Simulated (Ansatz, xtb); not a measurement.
**Relative energy of two isomers of C3H9FSi**

Structure X: `CC(C)(F)[SiH3]`, a singlet. Structure Y: `FCCC[SiH3]`, a singlet. Both are isolated molecules in the gas phase, relaxed with r2SCAN-D4/def2-SVP; each stands in its lowest conformer found.

Quicker runs give these differences E(Y) − E(X): GFN2-xTB +8.49 kJ/mol; HF/STO-3G +0.06 kJ/mol (at GFN2-xTB geometries); r2SCAN-D4/def2-SVP//GFN2-xTB +3.22 kJ/mol.

Task: Estimate E(Y) − E(X) at the level CCSD(T)/def2-SVP + ΔMP2/def2-TZVPP.

Result: Too close to call at this level: CCSD(T)/def2-SVP + ΔMP2/def2-TZVPP gives E(Y) − E(X) = +2.66 kJ/mol.

The same difference at several levels:

```csv
level,geometry,E(Y) − E(X) (kJ/mol),departure from the last row (kJ/mol),"job, with rough time for the two"
GFN2-xTB,GFN2-xTB,+8.49,+5.83,"optimisation, 0.3 s"
HF/STO-3G,GFN2-xTB,+0.06,−2.60,"single point, 0.68 s"
r2SCAN-D4/def2-SVP//GFN2-xTB,GFN2-xTB,+3.22,+0.56,"single point, 4.4 s"
r2SCAN-D4/def2-SVP,r2SCAN-D4/def2-SVP,+1.18,−1.49,"optimisation, 38 s"
HF/def2-SVP,r2SCAN-D4/def2-SVP,−8.34,−11.00,part of the CCSD(T) run
MP2/def2-SVP,r2SCAN-D4/def2-SVP,−2.36,−5.02,part of the CCSD(T) run
CCSD(T)/def2-SVP,r2SCAN-D4/def2-SVP,−1.61,−4.27,single point
CCSD(T)/def2-SVP + ΔMP2/def2-TZVPP,r2SCAN-D4/def2-SVP,+2.66,,"single point, 49 s"
```

As drawn, both hold the same kinds of bond in the same numbers. Structure X has 2 methyl groups, Y 0.

The largest departure from CCSD(T)/def2-SVP + ΔMP2/def2-TZVPP is that of HF/def2-SVP, 11.00 kJ/mol. The last row adds to CCSD(T) the change of the MP2 difference between the two basis sets, here +4.27 kJ/mol.

With thermal terms from frequencies at re-optimised GFN2-xTB minima (ideal gas, soft modes damped towards free rotors, one conformer each, 298.15 K, 1 atm): on the last row, ΔE + ΔZPE = +6.68, ΔH = +5.04, ΔG = +6.45 kJ/mol.

The correlated steps freeze 9 core orbitals. Run with Ansatz 0.2.0, xtb 6.7.1; the last row on 2 threads of Intel(R) Xeon(R) Processor @ 2.70GHz on a shared host.
